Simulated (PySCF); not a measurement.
# Adding and removing an electron: ZnO

PBE; basis Zn def2-TZVPPD, O def2-TZVPPD; no relativity; PySCF 2.14. Neutral (UKS): triplet (σ ↑, π ↑), Re = 1.884 Å, ωe = 491 cm⁻¹, De = 1.64 eV, HOMO -5.61 eV, LUMO -5.62 eV.

ZnO⁺ (UKS): doublet (π ↑), Re = 1.807 Å, ωe = 610 cm⁻¹, De = 2.03 eV to Zn⁺ + O. The energies at the minima are -1854.20098 hartree for ZnO and -1853.86968 for ZnO⁺.

**Question.** Work out the adiabatic ionisation energy, without and with harmonic zero-point energies (1 hartree = 27.2114 eV, 1 eV = 8065.5 cm⁻¹), and the change of the bond length.

**Answer.** At PBE: 0.33130 hartree = 9.015 eV between the minima; the zero-point term (610.0 − 491.0)/2 cm⁻¹ = +0.007 eV makes it 9.023 eV. Re changes by -7.7 pm against the neutral. The electron leaves a σ orbital, and the shorter bond of the ion fits an antibonding orbital, or a change in how ionic the bond is.

ZnO⁻ (UKS): doublet (σ ↑), Re = 1.770 Å, ωe = 634 cm⁻¹, De = 2.34 eV to Zn + O⁻. The energies at the minima are -1854.20098 hartree for ZnO and -1854.29174 for ZnO⁻.

**Question.** Work out the adiabatic electron affinity, without and with harmonic zero-point energies (1 hartree = 27.2114 eV, 1 eV = 8065.5 cm⁻¹), and the change of the bond length.

**Answer.** At PBE: 0.09076 hartree = 2.470 eV between the minima; the zero-point term (491.0 − 634.0)/2 cm⁻¹ = -0.009 eV makes it 2.461 eV. Re changes by -11.4 pm against the neutral. The electron enters a π orbital; the charge polarises the partner, so the anion is bound more strongly.

For an ion De counts to the pair picked by the measured ionisation energies or electron affinities, which need not be the lowest pair at this level. The highest Kohn–Sham level is positive in this anion. Much of that is self-interaction error, but it also means that the finite basis helps to hold the extra electron. States were picked by a PBE0 search and need not be the measured ground states.
